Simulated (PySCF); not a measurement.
# Working out the excitation energy of N⁺

N⁺ [He] 2s2 2p2 (3P) → N⁺ [He] 2s1 2p3 (5S). Computed with PySCF 2.14 in ANO-RCC-VTZP (4s3p2d1f, 30 functions), with scalar relativity by spin-free X2C-1e. Frozen: nothing. Energies in hartree (1 hartree = 27.21139 eV):

| part | N⁺ (lower) | N⁺ (upper) |
| --- | --- | --- |
| UHF | -53.922967 | -53.775425 |
| CCSD correlation | -0.099330 | -0.040332 |
| (T) | -0.001734 | -0.000197 |

What does Hartree-Fock give?

(-53.775425) − (-53.922967) = 0.147542 hartree = 4.015 eV.

What do CCSD and CCSD(T) give?

The CCSD correlation energies differ by 0.058998 hartree = 1.605 eV and the triples by 0.001537 hartree = 0.042 eV, so CCSD gives 5.620 eV and CCSD(T) 5.662 eV.

Measured between the centres of the two terms (NIST): 5.790 eV, so CCSD(T) (valence and next inner shell) is off by -0.128 eV.

What remains against the reference includes basis incompleteness and higher excitations.
